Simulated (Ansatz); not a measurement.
CrN₄F₂H₁₂⁺ (relaxed from a model of trans-CrF2(NH3)4, whose bonding it doesn't keep). Charge 1, multiplicity 4. Geometry PBE-D4/def2-SVP, that of the neutral quintet.

```xyz
19

Cr    0.0430   -0.0539    0.0434
F    -0.1026   -1.6919   -0.8851
F     0.1922    1.5996    0.9466
N    -1.9044   -0.4009    0.7916
H    -2.0334   -1.4079    0.9582
H    -2.6254   -0.1364    0.1060
H    -2.0732    0.1590    1.6772
N     1.9856    0.2925   -0.7098
H     2.1514    1.3074   -0.7387
H     2.0857   -0.1520   -1.6677
H     2.7174   -0.1041   -0.1042
N     1.6503   -1.3468   -2.9871
H     1.1696   -1.0688   -3.8531
H     0.9086   -1.6653   -2.3179
H     2.2143   -2.1717   -3.2307
N    -1.7509    1.4834    2.8914
H    -1.3633    1.3023    3.8266
H    -2.3232    2.3327    2.9840
H    -0.9418    1.7228    2.2693
```

B3LYP takes the VWN-RPA correlation. At PBE-D4/def2-TZVP, r2SCAN-D4/def2-TZVP the charge 1 quartet is spin-contaminated (final ⟨S²⟩ up to 3.94, 3.75 for a pure state). In the quartet geometry the species has come apart into loosely held pieces.

(1) Estimate the α-spin orbital energies around the gap (eV) in Ansatz with HF/def2-TZVP, PBE-D4/def2-TZVP, r2SCAN-D4/def2-TZVP, B3LYP-D4/def2-TZVP, ωB97X-V/def2-TZVP.

## Answers

(1) 
| orbital | HF/def2-TZVP | PBE-D4/def2-TZVP | r2SCAN-D4/def2-TZVP | B3LYP-D4/def2-TZVP | ωB97X-V/def2-TZVP |
| --- | --- | --- | --- | --- | --- |
| HOMO−9 | -20.38 | -13.56 | -14.03 | -15.47 | -18.29 |
| HOMO−8 | -20.33 | -13.44 | -13.99 | -15.35 | -18.26 |
| HOMO−7 | -20.22 | -13.36 | -13.81 | -15.13 | -17.95 |
| HOMO−6 | -20.16 | -13.13 | -13.54 | -14.76 | -17.76 |
| HOMO−5 | -19.84 | -12.21 | -12.64 | -14.40 | -17.54 |
| HOMO−4 | -19.29 | -11.23 | -12.20 | -14.06 | -17.27 |
| HOMO−3 | -19.02 | -11.12 | -12.02 | -13.82 | -16.55 |
| HOMO−2 | -18.18 | -10.47 | -11.41 | -13.38 | -16.44 |
| HOMO−1 | -15.40 | -10.40 | -10.63 | -11.43 | -14.18 |
| HOMO | -15.36 | -10.37 | -10.59 | -11.39 | -14.15 |
| LUMO | -4.99 | -10.21 | -10.41 | -9.94 | -7.27 |
| LUMO+1 | -1.78 | -7.43 | -7.58 | -7.33 | -4.95 |
| LUMO+2 | -1.45 | -4.80 | -4.43 | -4.59 | -2.61 |
| LUMO+3 | -0.56 | -3.73 | -3.58 | -3.49 | -1.12 |
| LUMO+4 | -0.29 | -3.59 | -2.85 | -3.23 | -0.95 |
| LUMO+5 | 0.62 | -2.68 | -1.83 | -2.15 | 0.12 |
| β HOMO | -15.37 | -10.53 | -10.77 | -11.41 | -14.15 |
| β LUMO | -3.94 | -8.32 | -8.19 | -8.21 | -5.60 |
